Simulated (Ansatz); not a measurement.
`O=C(Cl)c1ccc(Cl)cc1` + H₂ → `O=C(Cl)c1ccccc1` + HCl at 500 K and 1 bar (hydrogenolysis of a C–Cl bond).

Gas-phase electronic energies from Ansatz, PBE0-D4/def2-TZVP geometries. CCSD(T)/CBS adds triple-zeta CCSD(T) − MP2 to the extrapolated MP2 energy (def2 sets, frozen cores). This one scheme is used for every species. One conformer a species, not always the lowest.

```tsv
species	CCSD(T)/CBS energy (Eh)	H − E (kJ/mol)	S (J/(mol·K))
`O=C(Cl)c1ccc(Cl)cc1`	-1263.50874	300.5	480.5
H₂	-1.17544	41.0	145.5
`O=C(Cl)c1ccccc1`	-804.33279	319.4	443.7
HCl	-460.38127	32.5	201.9
```

H − E and S are ideal-gas, rigid-rotor, harmonic terms from PBE0-D4/def2-TZVP, for one conformer and one mirror image of each species. For small species the MP2-based limit differs from directly extrapolated CCSD(T) by up to some mEh (0.8 for H₂); such offsets cancel only in part. 1 Eh = 2625.50 kJ/mol, R = 8.31446 J/(mol·K).

By hand: ΔE, ΔH, ΔS and ΔG.

ΔE = (-804.33279) + (-460.38127) − (-1263.50874) − (-1.17544) = -0.02988 Eh = -78.4 kJ/mol. Δ(H − E) = 319.4 + 32.5 − 300.5 − 41.0 = 10.4, so ΔH = -68.0 kJ/mol. ΔS = 443.7 + 201.9 − 480.5 − 145.5 = 19.6 J/(mol·K). ΔG = -68.0 − 500 × (19.6)/1000 = -77.8 kJ/mol.

By hand: the equilibrium constant, and the temperature at which ΔG would vanish if ΔH and ΔS stayed fixed.

log₁₀ K = −ΔG/(RT ln 10) = 8.1. ΔH and −TΔS have one sign here, so there is no such temperature.

ΔH outweighs TΔS. A doubt of 5 kJ/mol in ΔE shifts log₁₀ K by 0.5 here. Other conformers and mirror images would add mixing entropy, several J/(mol·K) or more a flexible species. Modes under 60 cm⁻¹, often nearly free rotors, make the harmonic entropy too high. These are equilibria of isolated gas molecules and say nothing of rates. Largest T1 diagnostic: 0.013 (customary marks: 0.02 for closed shells, 0.045 for open ones).
